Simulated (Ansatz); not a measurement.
# Ligand exchange: C2H4Cl2 + ICl → C2H4ClI + Cl2

Species: C2H4Cl2 (1,1-dichloroethane) `CC(Cl)Cl`, singlet; ICl (iodine monochloride), singlet; C2H4ClI `CC(Cl)I`, singlet; Cl2 (chlorine), singlet. The partners trade Cl for I: C–Cl and Cl–I bonds give way to C–I and Cl–Cl.

Shapes, held fixed at every level: PBE0-D4/def2-TZVP. Programs: Ansatz 0.2.0. The zero-point and thermal change to 298 K, harmonic and unscaled (PBE0-D4/def2-TZVP), is -1.2 kJ/mol.

```json
{"level": "HF/def2-TZVPP", "kind": "Hartree–Fock", "ΔH(298 K) (kJ/mol)": "+102.2", "less CCSD(T)/def2-TZVPP": "+20.7", "CPU time (sum over the molecules)": "–"}
{"level": "SPW92/def2-TZVPP", "kind": "LDA", "ΔH(298 K) (kJ/mol)": "+83.1", "less CCSD(T)/def2-TZVPP": "+1.6", "CPU time (sum over the molecules)": "9.3 s"}
{"level": "r2SCAN-D4/def2-TZVPP", "kind": "meta-GGA", "ΔH(298 K) (kJ/mol)": "+88.1", "less CCSD(T)/def2-TZVPP": "+6.6", "CPU time (sum over the molecules)": "34 s"}
{"level": "wB97M-V/def2-TZVPP", "kind": "range-separated hybrid", "ΔH(298 K) (kJ/mol)": "+88.7", "less CCSD(T)/def2-TZVPP": "+7.2", "CPU time (sum over the molecules)": "74 s"}
{"level": "MP2/def2-SVP", "kind": "perturbation theory", "ΔH(298 K) (kJ/mol)": "+91.4", "less CCSD(T)/def2-TZVPP": "+9.9", "CPU time (sum over the molecules)": "–"}
{"level": "CCSD(T)/def2-SVP", "kind": "coupled cluster or CI", "ΔH(298 K) (kJ/mol)": "+90.7", "less CCSD(T)/def2-TZVPP": "+9.2", "CPU time (sum over the molecules)": "22 s"}
{"level": "CCSD(T)/def2-TZVPP", "kind": "coupled cluster or CI", "ΔH(298 K) (kJ/mol)": "+81.5", "less CCSD(T)/def2-TZVPP": "0.0", "CPU time (sum over the molecules)": "9.2 min"}
```

The highest level, CCSD(T)/def2-TZVPP, gives ΔH(298 K) = +81.5 kJ/mol; the levels span +81.5 to +102.2. The column of differences is taken from that level and isn't an error. No measured value is set beside it here. For atoms past krypton def2 sets carry core potentials with scalar relativity. Outer-core shells of I are correlated, in sets that cover them unevenly. Times are processor times on shared x86 and Arm servers, and rough.
